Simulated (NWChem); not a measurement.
Molecule: CH6BOP; SMILES B(P)OC

```xyz
10

B     -0.9915     0.0150     0.0041
H     -2.1964    -0.1614    -0.0322
O     -0.5846     1.3078    -0.0244
C      0.7821     1.6981    -0.0223
H      1.3835     1.0904    -0.7335
H      0.8391     2.7621    -0.3237
H      1.2210     1.5928     0.9928
P      0.2081    -1.5028    -0.0857
H     -0.5713    -2.3614     0.7580
H      1.1439    -1.1073     0.9324
```
Atoms are numbered in this order, from 1.

Computed with NWChem. All runs use the structure optimised with PBE-D3(BJ)/def2-SVP. Level M06-2X/def2-SVP: energy and gradient on several grids; changes count from the extra-fine grid, which is no exact limit either.

```
grid     size of the energy change (μHa)  largest change of a gradient component (μHa/bohr)  time, medium = 1 (rough)
-------  -------------------------------  -------------------------------------------------  ------------------------
xcoarse                              300                                               4000                   about 1
coarse                               300                                                800                   about 1
medium                                30                                                500                   about 1
fine                                < 10                                                100                   about 1
xfine                               < 10                                               < 30                         2
```
